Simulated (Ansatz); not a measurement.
Total energies of `C=C([SiH3])[TeH]`.

```xyz
10

C    -1.4871   -0.6750   -0.5006
C    -0.5426    0.0445    0.1024
Si    1.2748   -0.2612   -0.1632
Te   -1.0788    1.5124    1.5175
H    -2.5516   -0.5127   -0.3530
H    -1.2186   -1.4766   -1.1842
H     1.9087   -0.7250    1.0977
H     1.9386    1.0020   -0.5813
H     1.4419   -1.2904   -1.2246
H     0.3148    2.3821    1.2893
```

The species carries charge 0 and has multiplicity 1. Correlated methods include outer-core shells of Te, which these sets cover unevenly. Te takes the def2 core potential. The structure was optimised at the PBE0-D4/def2-TZVP level. Basis def2-TZVPP, the Gaussian-basis code of Ansatz.

RPA on PBE orbitals: Hartree–Fock energy of these orbitals -635.11111 Eh, correlation -1.40320 Eh (frozen core).

| functional | energy without D4 (Eh) | D4 term (kJ/mol) |
| --- | --- | --- |
| LDA (SPW92) | -635.02238 | – |
| revPBE | -637.29613 | -72.2 |
| BLYP | -637.23668 | -57.2 |
| PBE0 | -637.12177 | -22.5 |
| B3LYP | -637.45361 | -43.1 |
| r2SCANh | -637.34619 | -6.7 |
| r2SCAN0 | -637.32214 | -7.5 |
| HSE06 (plane-wave form) | -637.10840 | -21.2 |
| CAM-B3LYP | -637.28825 | -23.2 |
| LC-ωPBE | -637.21988 | – |
| ωB97X-V | -637.25079 | – |
| ωB97M-V | -637.23694 | – |
| B2PLYP | -636.96275 | – |
| PBE-QIDH | -636.86209 | – |

Give the same for PBE, r2SCAN, B97M-V, BHLYP. (Estimate.)

Ansatz gave: 
| functional | energy without D4 (Eh) | D4 term (kJ/mol) |
| --- | --- | --- |
| PBE | -637.06338 | -26.4 |
| r2SCAN | -637.36296 | -6.1 |
| B97M-V | -637.25547 | – |
| BHLYP | -637.22564 | -36.4 |

B3LYP takes the VWN-RPA correlation (the form of Gaussian; ORCA's B3LYP/G). HSE06 is the plane-wave form, built on full-range PBE exchange. The double hybrids freeze the cores in their second-order part.

LC-ωPBE has ω = 0.4 bohr⁻¹.
